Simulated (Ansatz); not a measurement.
FH4NOSn, SMILES `[NH2][SnH]([OH])[F]` at its PBE0-D4/def2-TZVP geometry, where that method's forces vanish. Charge 0, multiplicity 1. Sn: def2 effective core potential.

```xyz
8

N    -0.9341    1.0928   -0.6384
Sn    0.2405   -0.0223    0.5212
O     1.6590   -0.6503   -0.6523
F    -0.6064   -1.6698    1.0641
H    -1.7752    1.4407   -0.1989
H    -1.1793    0.6509   -1.5145
H     0.7519    0.7427    1.9437
H     1.8437   -1.5846   -0.5248
```

Question: What forces (eV/Å) does r2SCAN-D4/def2-TZVPP give on these atoms in Ansatz? (Estimate.)

Answer: Computed: 
```
N1   0.015  0.125 -0.087
Sn2  0.008  0.017  0.153
O3   0.100  0.031 -0.133
F4  -0.053 -0.110  0.031
H5  -0.032 -0.014  0.003
H6  -0.029 -0.027 -0.006
H7   0.005  0.021  0.010
H8  -0.013 -0.043  0.028
```
